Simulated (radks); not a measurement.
Task: All-electron atom: Eu III in [Xe] 4f5 6s2 (not the ground configuration). All-electron calculation, scalar-relativistic Kohn-Sham, PBE, spin-polarised, spherical densities, point nucleus; open shells are filled with parallel spins first (spin-orbit coupling, left out, can overturn this in heavy ions). Program: a radial shooting solver on a logarithmic mesh with Libxc functionals. Some entries of the table are withheld. Estimate them.

| orbital | occ. | eigenvalue (eV) | <r> (bohr) | r(max) (bohr) |
|---|---|---|---|---|
| 1s up | 1 | -48404.24 | 0.02232 | 0.01420 |
| 1s down | 1 | -48404.24 | 0.02232 | 0.01420 |
| 2s up | 1 | -7977.277 | 0.09512 | 0.08055 |
| 2s down | 1 | -7977.243 | 0.09511 | 0.08055 |
| 2p up | 3 | -7110.506 | 0.08390 | 0.06513 |
| 2p down | 3 | -7110.483 | 0.08390 | 0.06513 |
| 3s up | 1 | -1784.705 | 0.2497 | 0.2289 |
| 3s down | 1 | -1782.756 | 0.2495 | 0.2288 |
| 3p up | 3 | -1515.023 | 0.2482 | 0.2245 |
| 3p down | 3 | -1513.084 | 0.2479 | 0.2244 |
| 3d up | 5 | -1154.375 | 0.2261 | 0.1839 |
| 3d down | 5 | -1152.886 | 0.2259 | 0.1838 |
| 4s up | 1 | -383.9535 | 0.5643 | 0.5268 |
| 4s down | 1 | -379.3307 | 0.5643 | 0.5266 |
| 4p up | 3 | -294.9023 | 0.5966 | 0.5495 |
| 4p down | 3 | -290.3145 | 0.5968 | 0.5493 |
| 4d up | 5 | -170.7871 | 0.6473 | 0.5711 |
| 4d down | 5 | -166.2568 | 0.6482 | 0.5709 |
| 5s up | 1 | -72.0979 | 1.317 | 1.200 |
| 5s down | 1 | -69.8578 | 1.333 | 1.211 |
| 5p up | 3 | -49.0342 | (1) | 1.342 |
| 5p down | 3 | -47.3860 | (2) | 1.358 |
| 4f up | 5 | -36.1779 | 0.8212 | 0.5762 |
| 4f down | 0 | -32.0599 | 0.8434 | 0.5782 |
| 6s up | 1 | -18.0313 | (3) | 2.905 |
| 6s down | 1 | -17.7457 | (4) | 2.946 |

Result: 
(1) 5p up <r> (bohr): 1.505
(2) 5p down <r> (bohr): 1.529
(3) 6s up <r> (bohr): 3.171
(4) 6s down <r> (bohr): 3.211
